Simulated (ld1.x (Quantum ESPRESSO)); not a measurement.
# PBE RRKJ dataset for P (Z = 15), scalar-relativistic all-electron reference.

phosphorus (P), norm-conserving RRKJ (Kleinman–Bylander form), made with ld1.x (Quantum ESPRESSO) 7.5 (PBE, scalar-relativistic). Core [Ne], reference 3s2 3p1.5 (charge +1.5). Waves: 3p (bound): rc 1.90 bohr; 3d channel at 0.05 Ry: rc 1.85 bohr; 3s (bound): rc 1.65 bohr. Local part: the s channel. Core correction: none. rho0 = 0.005.

* Cutoffs needed: 35 Ry and 50 Ry (the cutoffs (Ry, on a coarse ladder) from which the occupation-weighted sum of valence levels, in a spherical-Bessel basis at the reference potential, stays within 10 and 1 mRy of its value at 400 Ry)
* Ghost test: no extra level below or beside the all-electron valence levels (p, d, s, f tested) (spherical-Bessel basis up to 400 Ry, 20 bohr box)
* Largest excitation error: +11 meV (all-electron minus pseudo) for 3s2 3p3.3, out of 7 test configurations
